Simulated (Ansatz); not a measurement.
Cartesian coordinates (Å):
```xyz
5

N      2.0162     0.0478    -0.0598
C      0.8665     0.0449    -0.0254
C     -0.5978    -0.0161     0.0178
O     -1.2798     0.9644     0.0440
H     -1.0051    -1.0410     0.0234
```
Charge 0, spin multiplicity 1.

These are frozen-core CCSD(T)/cc-pVTZ // PBE0-D3(BJ)/def2-TZVP (Ansatz, a quantum-chemistry and plane-wave program) values and carry that method's errors. The restricted HF reference is unstable towards unrestricted orbitals.

```json
{
  "HF energy": "-205.66384 Ha",
  "MP2 correlation energy": "-0.71662 Ha"
}
```

Estimate the CCSD correlation energy, the (T) correction, the total energy and the T1 diagnostic.


```
Property                         Value
-----------------------  -------------
CCSD correlation energy    -0.71920 Ha
(T) correction             -0.03631 Ha
CCSD(T) total energy     -206.41936 Ha
T1 diagnostic                    0.015
```
